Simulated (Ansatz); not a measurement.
Species: sum formula Si2H4Cl2, net charge 0, singlet state. SMILES: [SiH3][SiH](Cl)Cl
Geometry: optimised at B3LYP-D3(BJ)/def2-TZVP (Ansatz, an electronic-structure program).

Parts of the frozen-core correlation energy in cc-pwCVTZ (Ansatz, hartree). Frozen orbitals: 20; correlated occupied orbitals by spin: 13 and 13; virtual: 259 and 259. Spin-orbit coupling is left out. Non-relativistic.

```json
[
 {"term": "reference (HF)", "value": "-1499.37336"},
 {"term": "MP2 opposite-spin", "value": "-0.49196"},
 {"term": "MP2 same-spin", "value": "-0.13866"},
 {"term": "CCSD correlation", "value": "-0.69422"},
 {"term": "(T)", "value": "-0.02876"},
 {"term": "T1 diagnostic", "value": "0.011"},
 {"term": "largest doubles amplitude", "value": "0.021"}
]
```
